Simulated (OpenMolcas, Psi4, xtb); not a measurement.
How methods differ on SnH2F2 (SMILES [F][SnH2][F])

The species is SnH2F2 (5 atoms), meant as a singlet with charge 0. As SMILES, `[F][SnH2][F]`. Geometry: relaxed at PBE0-D4/def2-TZVP.

Quantity: the dipole moment, in D. The values are calculated.

```
                                             level                    kind     program  value (D)   CPU time
                                          GFN2-xTB          semi-empirical         xtb       4.23  under 2 s
                                          GFN1-xTB          semi-empirical         xtb       5.33  under 2 s
                      HF/def2-SVP (core potential)            Hartree–Fock        Psi4       3.94      7.6 s
                   SVWN5/def2-SVP (core potential)                     LDA  OpenMolcas       3.17      8.7 s
                     PBE/def2-SVP (core potential)                     GGA  OpenMolcas       3.08       14 s
                  r2SCAN/def2-SVP (core potential)                meta-GGA  OpenMolcas       3.30       17 s
PBE0-D4/def2-SVP (density fitting, core potential)           global hybrid        Psi4       3.40        5 s
               CAM-B3LYP/def2-SVP (core potential)  range-separated hybrid        Psi4       3.41       27 s
```

The values span 3.08 to 5.33 D. Magnitudes only. Times are those of the runs behind each value, whatever else they computed, on shared processors of several kinds: orders of magnitude only.
